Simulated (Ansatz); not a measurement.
```xyz
9

F    -2.216   -0.341   -1.568
B    -1.144   -0.116   -0.845
O    -0.137    0.695   -1.271
C     0.875    0.639   -0.212
Si   -0.198   -0.486    0.894
Cl    0.589   -2.340    1.292
H     1.078    1.652    0.138
H     1.789    0.201   -0.615
H    -0.636    0.097    2.186
```

The species carries charge 0 and has multiplicity 1.

**Question.** List the r2SCAN/def2-TZVPP orbital energies in eV (the Gaussian-basis code of Ansatz). (Estimate.)

**Answer.** Ansatz gave: Occupied: -2753.61, -1792.04, -666.84, -516.94, -274.70, -255.00, -193.54, -193.41, -193.40, -182.47, -142.43, -97.34, -97.28, -97.24, -32.31, -27.85, -21.75, -18.15, -14.78, -13.85, -12.63, -12.45, -11.92, -11.53, -10.88, -10.02, -9.11, -8.80, -8.39, -7.60, -7.12. Lowest empty: -1.88, -0.39, 0.13, 0.97, 1.51, 1.87, 1.90, 2.67.
